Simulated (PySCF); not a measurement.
Point-charge models of `B1OCC[C@@H](c2ccco2)O1` against its computed dipole.

Coordinates (PBE0-D3(BJ)/def2-SVP, Å) and charges (e) from the PBE0/pcSseg-1 density (PySCF):

| atom | x | y | z | Mulliken | IAO | Hirshfeld | ESP-fitted |
| --- | --- | --- | --- | --- | --- | --- | --- |
| B1 | -2.150 | 1.527 | -0.459 | +0.5113 | +0.3548 | +0.2087 | +0.7469 |
| O2 | -3.000 | 0.483 | -0.623 | -0.5061 | -0.3988 | -0.1801 | -0.5790 |
| C3 | -2.582 | -0.834 | -0.329 | +0.1099 | -0.0517 | +0.0140 | +0.3333 |
| C4 | -1.078 | -0.976 | -0.450 | -0.2962 | -0.2913 | -0.0812 | -0.3707 |
| C5 | -0.397 | 0.109 | 0.376 | +0.1512 | +0.0833 | +0.0482 | +0.3560 |
| C6 | 1.084 | 0.120 | 0.212 | +0.1627 | +0.1527 | +0.0515 | +0.0591 |
| C7 | 1.965 | 1.073 | -0.204 | -0.1356 | -0.2204 | -0.0914 | -0.1355 |
| C8 | 3.259 | 0.461 | -0.140 | -0.1568 | -0.2162 | -0.0892 | -0.3351 |
| C9 | 3.055 | -0.808 | 0.308 | +0.1451 | -0.0022 | -0.0004 | -0.0374 |
| O10 | 1.736 | -1.021 | 0.523 | -0.4004 | -0.2467 | -0.0635 | -0.1700 |
| O11 | -0.883 | 1.387 | 0.022 | -0.5075 | -0.4021 | -0.1658 | -0.6042 |
| H12 | -2.529 | 2.633 | -0.750 | -0.0306 | -0.0009 | -0.0596 | -0.1655 |
| H13 | -3.100 | -1.514 | -1.022 | +0.1313 | +0.1532 | +0.0512 | +0.0295 |
| H14 | -2.914 | -1.093 | 0.693 | +0.1128 | +0.1339 | +0.0437 | +0.0181 |
| H15 | -0.770 | -0.864 | -1.503 | +0.1370 | +0.1450 | +0.0419 | +0.1538 |
| H16 | -0.747 | -1.969 | -0.112 | +0.1488 | +0.1571 | +0.0517 | +0.0825 |
| H17 | -0.629 | -0.068 | 1.446 | +0.1351 | +0.1404 | +0.0425 | +0.0712 |
| H18 | 1.709 | 2.083 | -0.509 | +0.0864 | +0.1746 | +0.0566 | +0.1687 |
| H19 | 4.216 | 0.911 | -0.394 | +0.1011 | +0.1649 | +0.0580 | +0.2083 |
| H20 | 3.715 | -1.645 | 0.517 | +0.1006 | +0.1702 | +0.0636 | +0.1699 |

Problem. Compute μ = Σ q r for each scheme (1 e·Å = 4.803 D) and compare with the dipole of the full density.

Solution. The full density gives (1.00, -2.29, 0.33) D, 2.53 D in size; dipole vectors point from the negative to the positive end.

| scheme | μx | μy | μz | size (D) | share of the full size (%) | angle to the full dipole (°) |
| --- | --- | --- | --- | --- | --- | --- |
| Mulliken | -0.11 | -2.77 | 0.25 | 2.78 | 110 | 26 |
| IAO | 1.16 | -2.53 | 0.35 | 2.81 | 111 | 1 |
| Hirshfeld | 0.43 | -1.68 | 0.33 | 1.77 | 70 | 10 |
| ESP-fitted | 0.99 | -2.31 | 0.34 | 2.54 | 101 | 1 |

Problem. Which set comes closest?

Solution. Length of the difference vector: ESP-fitted 0.03 D, IAO 0.28 D, Hirshfeld 0.84 D, Mulliken 1.21 D. Closest: ESP-fitted. The schemes that divide the density aren't constrained to reproduce the dipole.

Problem. What is left for the Hirshfeld atoms' own dipoles?

Solution. The shares of the density sum to the whole, so what Σ q r misses lies in dipoles about the nuclei. The atomic dipoles sum to (1.00, -2.29, 0.33) − (0.43, -1.68, 0.33) = (0.57, -0.61, 0.00) D, 0.84 D in size.

Problem. With the origin at the mean of the coordinates, (-0.002, 0.000, -0.120) Å, which are the largest single terms, by size, of the Mulliken dipole along the direction of the full one?

Solution. B1 -5.61, O2 +4.12, O11 +3.88, O10 -3.27, H20 +1.48 D; all 20 atoms together +2.50 D. The single terms depend on the origin, their sum doesn't.

Problem. Give the size of the full dipole in other units.

Solution. 2.53 D = 0.994 au = 0.526 e·Å = 8.42 × 10⁻³⁰ C·m.

Isolated species at its PBE0-D3(BJ)/def2-SVP geometry (one conformer only).

The run behind these numbers computed NMR shieldings as well. Run on one thread, Arm Neoverse V2 (aarch64), no GPU, on a shared host.
